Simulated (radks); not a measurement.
Values are calculated unless marked as measured or tabulated.
The chromium ion Cr+, configuration [Ar] 3d5.

Code: a radial shooting solver on a logarithmic mesh with Libxc functionals. Model: Dirac Kohn-Sham, Slater X-alpha with alpha = 0.614, spin-unpolarised, spherical densities, point nucleus; open shells are shared between the two j in proportion to 2j + 1.

Energy parts (hartree):
total: -1042.77264
kinetic: 1055.85569
electron-nucleus: -2492.59017
Hartree: 434.71176
exchange: -40.74993

Orbitals (lengths in bohr, moments of r in powers of bohr):
orbital  occ.  eigenvalue (hartree)   <1/r>     <r^2>  small-component weight
1s1/2       2             -215.1959   23.82  0.005461                7.38e-03
2s1/2       2             -24.51329   5.044    0.1024                1.32e-03
2p1/2       2             -20.84911   4.991   0.08269                1.30e-03
2p3/2       4             -20.53443   4.915   0.08440                1.29e-03
3s1/2       2              -2.88004   1.563    0.9530                2.79e-04
3p1/2       2              -1.87251   1.432     1.108                2.42e-04
3p3/2       4              -1.83526   1.414     1.130                2.38e-04
3d3/2       2              -0.31045  0.9712     2.981                1.25e-04
3d5/2       3              -0.30763  0.9662     3.018                1.24e-04

The highest occupied level is 3d5/2 at -8.371 eV. The density falls to 0.001 e/bohr^3 at r = 3.73 bohr.
